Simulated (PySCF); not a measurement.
C₂H₉GaN, charge +1, singlet, geometry from GFN2-xTB (such geometries of metal compounds can be far from the true shape), with bond 9-6 at 2.0 times its length. Base run: DF-SVWN5/6-31G* (PySCF).

Here is a job for PySCF.
```python
from pyscf import gto, scf, dft

mol = gto.Mole()
mol.atom = '''
    Ga    0.01230320    0.27085287    0.07317890
    C     1.56217051    0.91239822   -1.08138031
    H     2.48093940    0.40995923   -0.76770611
    H     1.69143509    1.99225895   -0.97680614
    H     1.35524775    0.67334755   -2.12801519
    C    -1.51190352    0.36240503    1.42058717
    H    -2.42862361   -0.00827270    0.95410195
    H    -1.66612628    1.39262866    1.75006911
    H    -1.02537384   -0.87748553    3.15423597
    N    -0.07882585   -1.91227677   -0.51159490
    H    -0.77979814   -2.08684462   -1.23480529
    H    -0.32440056   -2.51666217    0.27535179
    H     0.80874464   -2.25819564   -0.88222419
'''
mol.basis = '6-31g*'
mol.charge = 1
mol.verbose = 4
mol.build()

mf = dft.RKS(mol)
mf.xc = 'lda,vwn'
mf = mf.density_fit(auxbasis='def2-universal-jkfit')
mf.kernel()
```

The base run was repeated with changes; each row names its change, and settings that it needs were set with it.

| change | ΔE vs base (µEh) | SCF cycles | outcome |
|---|---|---|---|
| base | 0.0 | 13 | converged |
| conv_tol_grad = 1e-3 | 0.0 | 13 | converged |
| DIIS = ADIIS | 0.0 | 32 | converged |
| conv_tol = 1e-7 | 0.0 | 12 | converged |
| solver = newton | 0.0 | - | converged |
| diis_space = 2 | - | 50 | not converged |
| diis = off (with mf.max_cycle = 100) | - | 100 | not converged |
| level_shift = 1.0 (with mf.max_cycle = 100) | 0.0 | 57 | converged |
| init_guess = 1e | 0.0 | 27 | converged |
| init_guess = atom | 0.0 | 14 | converged |
| diis = off; damp = 0.3 (with mf.diis_start_cycle = 200; with mf.max_cycle = 150) | - | 150 | not converged |
| level_shift = 0.3 (with mf.max_cycle = 100) | 0.0 | 15 | converged |
| conv_tol = 1e-4 | 531 | 7 | converged |
